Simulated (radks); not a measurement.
Charge is removed step by step from the 1s down level of Hf+, starting from 1s(up 1, down 1) 2s2 2p6 3s2 3p6 3d10 4s2 4p6 4d10 4f14 5s2 5p6 5d1 6s2. Method: scalar-relativistic Kohn-Sham, SCAN, spin-polarised, spherical densities, finite nucleus; open shells are filled with parallel spins first (spin-orbit coupling, left out, can overturn this in heavy ions); meta-GGA in the generalised Kohn-Sham scheme; Fermi nuclear charge, rms radius 5.347 fm; computed with a radial shooting solver on a logarithmic mesh with Libxc functionals.

removed (e)  E - E(0) (eV)  eigenvalue (eV)
0                    0.000           -65362
0.25               16354.1           -65588
0.5                  32764           -65794
0.75                 49222           -65963

The mean slope of the eigenvalue, de/dn, is 801 eV per electron.
